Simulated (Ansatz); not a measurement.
`[NH2][Cu-][NH3+]` → Cu• + 5 H• + 2 N•  (atomization)

Computed with Ansatz on PBE0-D4/def2-TZVP structures; ΔE is electronic, products minus reactants. CBS: MP2 limit from def2 TZ/QZ plus the TZ coupled-cluster correction, frozen cores. This one scheme is used for every species, atoms too. Functionals use def2-TZVPP. B3LYP here is the variant with VWN-RPA as its local correlation; programs differ in this. HSE06 is defined as in plane-wave codes. Open shells (•) are unrestricted, without spin–orbit coupling. Bonds to Cu are less sure, by a few kJ/mol each and by 10 to 20 or more in all where they break to atoms, as the def2 sets lack core-valence functions. Scalar relativity is left out up to krypton. Each species was taken in one conformer, which may not be the lowest.

| level | ΔE (kJ/mol) | difference from CCSD(T)/CBS |
| --- | --- | --- |
| r2SCAN-D4 | 2413.3 | -18.1 |
| B97M-V | 2415.5 | -15.9 |
| CAM-B3LYP-D4 | 2438.2 | 6.8 |
| ωB97X-V | 2422.4 | -9.0 |
| PBE0 | 2378.5 | -52.9 |
| B3LYP | 2408.8 | -22.6 |
| r2SCANh | 2380.5 | -50.9 |
| HSE06 | 2380.2 | -51.2 |
| CAM-B3LYP | 2430.0 | -1.4 |
| LC-ωPBE | 2400.2 | -31.2 |
| CCSD/def2-SVP | 2178.2 | -253.2 |
| MP2/def2-TZVPP | 2377.5 | -53.9 |
| CCSD/def2-TZVPP | 2287.5 | -143.9 |
| SCS-MP2/def2-QZVPP | 2452.1 | 20.7 |
| HF/CBS(def2) | 1497.6 | -933.8 |
| MP2/CBS(def2) | 2470.2 | 38.8 |
| CCSD(T)/CBS | 2431.4 | 0 |

Largest T1 diagnostic among the species: 0.024, so the coupled-cluster value is less sure than usual.

At CCSD(T), def2-SVP lies −223.0 kJ/mol from the extrapolated value and def2-TZVPP −92.7 kJ/mol: correlation converges slowly with the basis, and small sets miss more of it in the bonded molecule than in its fragments. From BLYP to BHLYP (50 % exact exchange), in def2-TZVPP and without D4, ΔE moves by −142.3 kJ/mol: exact exchange takes away binding that semilocal exchange gives to molecules.

For atomizations the MP2-based limit and the directly extrapolated one differ by several kJ/mol either way, and by 10 to 25 for some Ge, Se and Sn compounds, so smaller differences from it don't rank the levels.
